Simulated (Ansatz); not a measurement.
# HfS: shapes and states compared

Computed with Ansatz's Gaussian-basis code (development build). Basis cc-pwCVTZ-PP on Hf, cc-pV(T+d)Z on S, scalar-relativistic core potentials (60 electrons on Hf), no spin–orbit coupling, 5 orbitals frozen in the corrections; active space CAS(10,10), shells under the valence barred from it. Restricted Hartree–Fock, then the lowest state-specific CASSCF solution met for each case. Coupled cluster stands on the determinant that it favours, not always the lowest RHF. On stretched bonds single-reference methods can fail or change state. Unlike active orbitals can shift such differences by tenths of an eV, at times by over 1 eV.

Case A, singlet: bond length 2.4794 Å.

Case B, singlet: bond length 2.1560 Å.

Case C, triplet: bond length 2.1560 Å.

Energy less that of case A, in eV:

```tsv
case	RHF/ROHF	CASSCF	CCSD(T)
B	-1.065	-0.815	-0.889
C	-0.815	-0.072	+0.125
```

Task: Give the SC-NEVPT2 energies against case A.

Result: B: -0.932 eV (-21.5 kcal/mol); C: -0.095 eV (-2.2 kcal/mol).

Task: Which case is lowest, and do the methods agree?

Result: B is lowest in SC-NEVPT2. Of the methods shown, RHF/ROHF, CASSCF, CCSD(T) agree.
